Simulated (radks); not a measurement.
Values are calculated unless marked as measured or tabulated.
Q: Level of theory: scalar-relativistic Kohn-Sham, LDA (Slater exchange, Perdew-Wang correlation), spin-polarised, spherical densities, finite nucleus; open shells are filled with parallel spins first (spin-orbit coupling, left out, can overturn this in heavy ions); Fermi nuclear charge, rms radius of each element as measured or else 0.836 A^(1/3) + 0.57 fm (a radial shooting solver on a logarithmic mesh with Libxc functionals). Response by self-consistent Sternheimer equations with the Hartree and adiabatic LDA kernel, the relativistic mass of each level held fixed and spin-orbit coupling left out. For heavy and open-shell atoms this level of theory can miss by tens of per cent. Rank Re, Re5+, Re+, Re4+, Re2+, Re6+, Re3+ (NIST ground configurations) by static dipole polarisability, largest first.

A: Re 58.93, Re+ 29.07, Re2+ 12.39, Re3+ 7.460, Re4+ 4.831, Re5+ 3.288, Re6+ 2.321 bohr^3.
